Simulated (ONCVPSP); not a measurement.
## What one change does to a pseudopotential (Si (Z = 14), ONCV)

silicon, optimised norm-conserving Vanderbilt (ONCV), made with ONCVPSP 4.0.1 (LDA (Perdew-Zunger), scalar-relativistic). Core [Ne], reference 3s1.5 3p2.5. Waves: 3s: rc 1.50 bohr, ncon 4, nbas 7, qcut 3.9 1/bohr, 1 projector; 3p: rc 2.40 bohr, ncon 4, nbas 8, qcut 4.1 1/bohr, 2 projectors, debl 1.6 Ha; d scattering state at 0.07 Ha: rc 2.10 bohr, ncon 5, nbas 8, qcut 4.1 1/bohr, 2 projectors, debl 3.2 Ha. Local part: polynomial inside 1.00 bohr (lpopt 4, dvloc0 1 Ha). Core correction: none.

Change: s: qcut 4.5.

Cutoffs: the cutoffs (Ha) at which the residual kinetic energy of the hardest occupied pseudo-wave falls to 1 and 0.1 mHa per electron; they do not see the model core or the augmentation charge, which bear on the density cutoff. Errors are all-electron minus pseudo energies relative to the spin-unpolarised reference configuration.

Task: What does the change do?

Result: The potential gets harder (7.7 Ha and 20 Ha → 7.9 Ha and 27 Ha); the errors of the 4 common tests hardly move; neither file shows a bound ghost. The waves are optimised to have the least kinetic energy above qcut, so the cutoff follows it (qcut²/2 in Ha).

```tsv
quantity	base	changed
cutoff, loose	7.7 Ha	7.9 Ha
cutoff, tight	20 Ha	27 Ha
loose cutoff by channel	s 7.7 Ha, p 3.3 Ha	s 7.9 Ha, p 3.3 Ha
bound ghosts	none	none
GHOST(+) flags under 300 eV	s at 39.3 eV	s at 40.2 eV
error for 3s2 3p2, meV [ΔE -3.38 eV]	+1.5	+1.6
error for 3s2 3p1, meV [ΔE 4.45 eV]	+1.0	+0.9
error for 3s2 3p0, meV [ΔE 20.56 eV]	+26	+25
error for 3s0 3p4, meV [ΔE 10.40 eV]	+13	+13
s: phases at 1.52 bohr within 0.05 rad from the reference energy up to (Ha; the scan ends near 5)	0.5	0.6
p: phases at 2.44 bohr within 0.05 rad from the reference energy up to (Ha; the scan ends near 5)	4.7	4.7
d: phases at 2.13 bohr within 0.05 rad from the reference energy up to (Ha; the scan ends near 5)	to the end of the scan	to the end of the scan
```

Base: The cutoffs count occupied waves only; projector 2 of the d channel, the hardest unoccupied one, needs 53 Ha at the loose tolerance. Changed file: The cutoffs count occupied waves only; projector 2 of the d channel, the hardest unoccupied one, needs 53 Ha at the loose tolerance.
